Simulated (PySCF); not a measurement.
# Two-photon absorption: SMILES C1(S)=CC=C(Br)C=C1, C6H5BrS

Molfile (atoms numbered from 1):
```
C6H5BrS
     RDKit          3D

 13 13  0  0  0  0  0  0  0  0999 V2000
   -3.4389   -0.5338   -0.4922 S   0  0  0  0  0  0  0  0  0  0  0  0
   -1.6940   -0.3405   -0.3180 C   0  0  0  0  0  0  0  0  0  0  0  0
   -1.0800    0.8872   -0.0441 C   0  0  0  0  0  0  0  0  0  0  0  0
    0.3033    0.9746    0.0819 C   0  0  0  0  0  0  0  0  0  0  0  0
    1.0856   -0.1688   -0.0658 C   0  0  0  0  0  0  0  0  0  0  0  0
    2.9602   -0.0524    0.1044 Br  0  0  0  0  0  0  0  0  0  0  0  0
    0.4893   -1.3989   -0.3389 C   0  0  0  0  0  0  0  0  0  0  0  0
   -0.8931   -1.4809   -0.4636 C   0  0  0  0  0  0  0  0  0  0  0  0
   -3.7616    0.7581   -0.2792 H   0  0  0  0  0  0  0  0  0  0  0  0
   -1.6827    1.7908    0.0739 H   0  0  0  0  0  0  0  0  0  0  0  0
    0.7734    1.9361    0.2956 H   0  0  0  0  0  0  0  0  0  0  0  0
    1.1047   -2.2928   -0.4541 H   0  0  0  0  0  0  0  0  0  0  0  0
   -1.3547   -2.4479   -0.6777 H   0  0  0  0  0  0  0  0  0  0  0  0
  1  2  1  0
  2  3  1  0
  3  4  2  0
  4  5  1  0
  5  6  1  0
  5  7  2  0
  7  8  1  0
  8  2  2  0
  1  9  1  0
  3 10  1  0
  4 11  1  0
  7 12  1  0
  8 13  1  0
M  END
```

Method: PySCF, TDDFT CAM-B3LYP/aug-cc-pVDZ excited states, vertical, gas phase. Geometry: PBE0-D3(BJ)/def2-SVP.

The calculation is non-relativistic, which matters for the atoms heavier than Zn.

(1) Give the one- and two-photon strengths of the lowest singlets.

## Answers

(1) δ for parallel linear polarisation; σ at the peak of a Lorentzian of half width 0.1 eV, single beam; Ω is circular over linear.
| state | E (eV) | f | photon λ (nm) | δ (au) | σ (GM) | Ω | main |
| --- | --- | --- | --- | --- | --- | --- | --- |
| S1 | 4.76 | 0.011 | 521 | 2.98 | 0.03 | 1.50 | HOMO→LUMO+1 0.76, HOMO−1→LUMO+2 0.10 |
| S2 | 4.97 | 0.002 | 499 | 12.7 | 0.12 | 1.50 | HOMO→LUMO 0.62, HOMO→LUMO+8 0.09 |
| S3 | 5.19 | 0.354 | 478 | 57.6 | 0.57 | 0.92 | HOMO→LUMO+2 0.81, HOMO→LUMO+1 0.11 |
| S4 | 5.59 | 0.001 | 443 | 32.7 | 0.37 | 1.50 | HOMO→LUMO+5 0.41, HOMO→LUMO+7 0.19 |
| S5 | 5.78 | 0.013 | 429 | 138 | 1.68 | 1.50 | HOMO→LUMO+7 0.33, HOMO→LUMO 0.19 |
| S6 | 6.01 | 0.004 | 412 | 57.2 | 0.76 | 1.50 | HOMO→LUMO+3 0.54, HOMO→LUMO+5 0.11 |

Among these, the strongest one-photon state is S3, the strongest two-photon state S5, with a dipole change of 9.2 D (relaxed, norm of the difference vector).
